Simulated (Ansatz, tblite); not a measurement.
Cost and result up the ladder for Li₂Al₃ (5 atoms). Charge 0, multiplicity 2. Geometry: B3LYP-D4/def2-TZVP.

```xyz
5

Al   -0.5775   -0.0057   -1.3028
Al    0.7893    0.8334    0.5801
Al   -1.7446    1.4046    1.0159
Li    2.0220   -0.7238   -1.3500
Li   -0.4891   -1.5086    1.0567
```

Ansatz on 2 threads of Arm Neoverse V1 on a shared host; xTB runs through tblite on one thread. Times are rough, summed over both states, and most runs start from the orbitals of an earlier one. RPA@PBE/def2-TZVP serves as the yardstick here, not as an exact answer. The other state is a quartet at its own geometry, which has other bonds, so the gap mixes isomer and spin.

The xTB rows come from tblite. B3LYP takes the VWN-RPA correlation. Correlated methods freeze 15 core orbitals; core or outer-core shells of Li are correlated, in sets that lack core-valence functions. The structure comes from a short search, and lower isomers may exist.

Run but left out: HF/def2-TZVP, HF/def2-TZVPP, r2SCAN-D4/def2-TZVP, LC-ωPBE/def2-TZVP, B2PLYP/def2-TZVP, MP2/def2-TZVP, MP2/def2-TZVPP, CCSD/def2-TZVPP, CCSD(T)/def2-TZVPP (doublet: ⟨S²⟩ 1.07 to 1.70, where a pure state has 0.75).

Correlated methods converge slowly with the basis.

xTB has no spin-polarisation term.

```tsv
level	functions	wall time	quartet − doublet (eV)	difference from RPA@PBE/def2-TZVP (eV)	remarks
GFN1-xTB	35	0.009 s	1.48	1.28	–
GFN2-xTB	35	0.017 s	0.41	0.21	–
PBE-D4/def2-TZVP	139	9.9 s	0.07	-0.13	–
RPA@PBE/def2-TZVP	139	12 s	0.19	0.00	–
PBE0-D4/def2-TZVP	139	15 s	-0.01	-0.20	spin-contaminated (⟨S²⟩ 0.94) (doublet)
B3LYP-D4/def2-TZVP	139	16 s	0.18	-0.02	–
ωB97X-V/def2-TZVP	139	65 s	0.08	-0.11	spin-contaminated (⟨S²⟩ 0.85) (doublet)
```
